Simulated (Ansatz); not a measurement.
CH6OSiSn, SMILES `C1[O][SnH2][SiH2]1`. Charge 0, multiplicity 1. Correlated methods include outer-core shells of Sn, which these sets cover unevenly. Sn: def2 effective core potential.

Cartesian coordinates in Å:
```
C 0.955 -0.677 -0.575
O 1.260 0.689 -0.319
Sn -0.369 1.492 0.554
Si -0.827 -0.967 0.079
H 1.677 -1.332 -0.069
H 1.025 -0.892 -1.649
H -0.953 2.783 -0.407
H 0.058 2.115 2.090
H -0.967 -1.896 1.233
H -1.859 -1.315 -0.936
```

Task: Give the diagnostics of a CCSD(T)/def2-TZVPP run (frozen core, Ansatz 0.2.0). (An estimate is asked.)

Result: The calculation gave: T1 = 0.0146, largest single amplitude 0.022, largest double 0.025, (T) share of the correlation energy 3.6 %, 10 CCSD cycles. The RHF solution is stable towards an unrestricted one. T1 lies under the customary mark of 0.02 for closed shells.
